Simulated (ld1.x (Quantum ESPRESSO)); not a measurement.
# Pm, TM: configuration errors across variants

Pm (Z = 61), norm-conserving Troullier–Martins (Kleinman–Bylander form), made with ld1.x (Quantum ESPRESSO) 7.5 (PBE, scalar-relativistic). Core [Kr] 4d10, reference 4f5 5s2 5p6 5d0 6s1.5 6p0 (charge +0.5). Waves: 5p (bound): rc 2.75 bohr; 5d (bound, empty): rc 3.15 bohr; 4f (bound): rc 1.70 bohr; 5s (bound): rc 2.05 bohr. Local part: the s channel. Core correction: none.

Occupied shells without a wave of their own: 6s. They enter only through the test configuration that unscreens the potential.

All-electron excitation energies from the reference (eV): (1) 4f5 5s2 5p6 5d0 6s2 6p0 -2.340; (2) 4f5 5s2 5p6 5d0 6s1 6p0 3.533; (3) 4f5 5s2 5p6 5d0 6s0 6p0 14.473; (4) 4f5 5s2 5p6 5d1 6s0 6p0 4.769; (5) 4f4 5s2 5p6 5d1 6s2 6p0 0.095; (6) 4f5 5s2 5p5 5d0 6s2 6p0 25.171; (7) 4f5 5s2 5p6 5d0 6s0 6p1 6.585.

For the base: The 6s level has no wave, so the channel is fitted at the deeper level alone: the likely source of the large errors.

The file “base” misses its own reference levels by 0.4 eV. The file “wave 5p (bound): rc 2.75 bohr becomes 5p (bound): rc 2.14 bohr” misses its own reference levels by 0.4 eV. The file “wave 5p (bound): rc 2.75 bohr becomes 5p (bound): rc 2.40 bohr” misses its own reference levels by 0.4 eV. The file “wave 5p (bound): rc 2.75 bohr becomes 5p (bound): rc 2.74 bohr” misses its own reference levels by 0.4 eV. The file “wave 5p (bound): rc 2.75 bohr becomes 5p (bound): rc 3.18 bohr” misses its own reference levels by 0.4 eV. The file “wave 5p (bound): rc 2.75 bohr becomes 5p (bound): rc 3.38 bohr” misses its own reference levels by 0.4 eV. The file “wave 5p (bound): rc 2.75 bohr becomes 5p (bound): rc 3.82 bohr” misses its own reference levels by 0.4 eV. The file “wave 5p (bound): rc 2.75 bohr becomes 5p (bound): rc 4.20 bohr” misses its own reference levels by 0.4 eV.

Errors AE − PS in meV (a dash: test not solved or not reliable):

| change | (1) | (2) | (3) | (4) | (5) | (6) | (7) | bound ghosts |
| --- | --- | --- | --- | --- | --- | --- | --- | --- |
| base | +188 | -258 | -1057 | -704 | +512 | +367 | -792 | none |
| wave 5p (bound): rc 2.75 bohr becomes 5p (bound): rc 2.14 bohr | +188 | -259 | -1058 | -704 | +507 | +374 | -806 | none |
| wave 5p (bound): rc 2.75 bohr becomes 5p (bound): rc 2.40 bohr | +188 | -258 | -1058 | -704 | +512 | +373 | -800 | none |
| wave 5p (bound): rc 2.75 bohr becomes 5p (bound): rc 2.74 bohr | +188 | -258 | -1057 | -704 | +512 | +367 | -792 | none |
| wave 5p (bound): rc 2.75 bohr becomes 5p (bound): rc 3.18 bohr | +188 | -258 | -1057 | -704 | +511 | +365 | -789 | none |
| wave 5p (bound): rc 2.75 bohr becomes 5p (bound): rc 3.38 bohr | +188 | -258 | -1058 | -704 | +512 | +369 | -793 | none |
| wave 5p (bound): rc 2.75 bohr becomes 5p (bound): rc 3.82 bohr | +188 | -259 | -1064 | -706 | +517 | +391 | -821 | none |
| wave 5p (bound): rc 2.75 bohr becomes 5p (bound): rc 4.20 bohr | +187 | -260 | -1074 | -709 | +515 | +426 | -884 | none |

(1) Give the same row for: wave 5p (bound): rc 2.75 bohr becomes 5p (bound): rc 1.76 bohr.

Results:

(1) +188, -258, -1058, -704, +491, +371, -813; bound ghosts: none.
